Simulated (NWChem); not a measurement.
# PbH2O, singlet; SMILES [PbH][OH]

Results from NWChem. Low-valent species are run as closed-shell singlets; no triplet was tried in these runs. All runs use the structure optimised with PBE-D3(BJ)/def2-SVP. def2 effective core potentials on Pb; no spin-orbit coupling. Vertical excitations in the gas phase; the lowest state need not have the same character in each row.

For level BHandHLYP/def2-SVP, full TDDFT:

- orbital gap (eV): 6.15

Task: Estimate the same quantities for level LRC-wPBEh/def2-SVP, full TDDFT.

Result: The orbital gap (eV) is 7.96.
